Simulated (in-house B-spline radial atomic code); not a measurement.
Levels of two electrons outside the [Ar] 3d10 4s2 core along the 32-electron series, above the ground level 4p2 J0; labels give the leading configuration and J, and a prime marks the next level of the same label. Computed with a B-spline radial code for spherical atoms: configuration interaction with many-body perturbation theory for the core, Breit and QED.

| ion | Z | first ionisation energy (eV) | excitation of 4p2 J2 (eV) | core correlation Breit and QED part of 4p2 J2 (eV) | excitation of 4p2 J0' (eV) | core correlation Breit and QED part of 4p2 J0' (eV) | excitation of 4p2 J1 (eV) | core correlation Breit and QED part of 4p2 J1 (eV) | excitation of 4p2 J2' (eV) | core correlation Breit and QED part of 4p2 J2' (eV) |
| --- | --- | --- | --- | --- | --- | --- | --- | --- | --- | --- |
| Ge | 32 | 7.95 | 0.17482 | 0.011929 | 2.1844 | 0.34818 | 0.0685 | 0.0048081 | 0.86739 | -0.027837 |
| As+ | 33 | 18.61 | 0.31376 | 0.0060017 | 2.947 | 0.27925 | 0.13097 | 0.0035883 | 1.1904 | -0.1251 |
| Se2+ | 34 | 31.71 | 0.48369 | -0.0029151 | 3.6105 | 0.22797 | 0.21489 | 0.0019986 | 1.5152 | -0.1931 |
| Br3+ | 35 | 47.00 | 0.68677 | -0.015192 | 4.2671 | 0.18927 | 0.32407 | -9.2274e-06 | 1.8797 | -0.24135 |
| Kr4+ | 36 | 64.37 | 0.92542 | -0.030894 | 4.9508 | 0.16047 | 0.46275 | -0.0025598 | 2.3005 | -0.27443 |
| Rb5+ | 37 | ? | ? | ? | ? | ? | ? | ? | ? | ? |
| Sr6+ | 38 | 105.05 | 1.5212 | -0.0714 | 6.481 | 0.1223 | 0.8468 | -0.0099928 | 3.3605 | -0.31134 |
| Zr8+ | 40 | ? | ? | ? | ? | ? | ? | ? | ? | ? |
| Nb9+ | 41 | 180.40 | 2.7665 | -0.14608 | 9.4024 | 0.082316 | 1.7636 | -0.02842 | 5.6564 | -0.33967 |

**Question.** Fill in the row of Rb5+.

**Answer.** first ionisation energy (eV): 83.73; excitation of 4p2 J2 (eV): 1.2024; core correlation Breit and QED part of 4p2 J2 (eV): -0.049838; excitation of 4p2 J0' (eV): 5.6818; core correlation Breit and QED part of 4p2 J0' (eV): 0.13901; excitation of 4p2 J1 (eV): 0.63548; core correlation Breit and QED part of 4p2 J1 (eV): -0.0058504; excitation of 4p2 J2' (eV): 2.79; core correlation Breit and QED part of 4p2 J2' (eV): -0.29651.

**Question.** Fill in the row of Zr8+.

**Answer.** first ionisation energy (eV): 153.40; excitation of 4p2 J2 (eV): 2.2989; core correlation Breit and QED part of 4p2 J2 (eV): -0.12003; excitation of 4p2 J0' (eV): 8.3293; core correlation Breit and QED part of 4p2 J0' (eV): 0.095411; excitation of 4p2 J1 (eV): 1.4056; core correlation Breit and QED part of 4p2 J1 (eV): -0.021169; excitation of 4p2 J2' (eV): 4.7834; core correlation Breit and QED part of 4p2 J2' (eV): -0.3308.
